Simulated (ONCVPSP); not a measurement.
# Configuration tests for S (Z = 16) (ONCV)

- Element: sulfur (S)
- Generator: ONCVPSP 4.0.1
- Type: optimised norm-conserving Vanderbilt (ONCV)
- Functional: LDA (Perdew-Wang 92)
- Relativity: scalar-relativistic
- Frozen core: [Ne]
- Valence charge: 6
- Reference configuration: 3s2 3p4
- Partial waves: 3s: rc 1.15 bohr, ncon 3, nbas 8, qcut 6.3 1/bohr, 2 projectors, debl 1.1 Ha; 3p: rc 1.60 bohr, ncon 3, nbas 7, qcut 5.4 1/bohr, 2 projectors, debl 3.4 Ha; d scattering state at 0.06 Ha: rc 1.45 bohr, ncon 3, nbas 7, qcut 6.5 1/bohr, 3 projectors, debl 2 Ha
- Local potential: polynomial inside 1.15 bohr (lpopt 4, dvloc0 0 Ha)
- Core correction: Teter function, fcfact 2.5, rcfact 1.7

Energies are relative to the spin-unpolarised reference configuration 3s2 3p4; without spin polarisation the order of configurations can differ from experiment.

Task: Give the all-electron excitation energy and the error of the potential for: 3s2 3p3; 3s2 3p2; 3s2 3p1; 3s1 3p4.

Result:

| valence configuration | charge | ΔE all-electron (eV) | error AE − PS (meV) |
| --- | --- | --- | --- |
| 3s2 3p3 | +1 | 11.858 | -1.1 |
| 3s2 3p2 | +2 | 34.228 | -4.6 |
| 3s2 3p1 | +3 | 68.382 | -13 |
| 3s1 3p4 | +1 | 22.657 | -4.6 |

Levels in the configuration 3s2 3p2:

```tsv
level	all-electron (eV)	pseudo (eV)
3s	-39.397	-39.407
3p	-28.073	-28.076
```

Note: ghosts flagged at negative energy: s at -165.6 eV; no localised positive-energy state flagged. A true bound ghost makes a file unfit for plane-wave use.
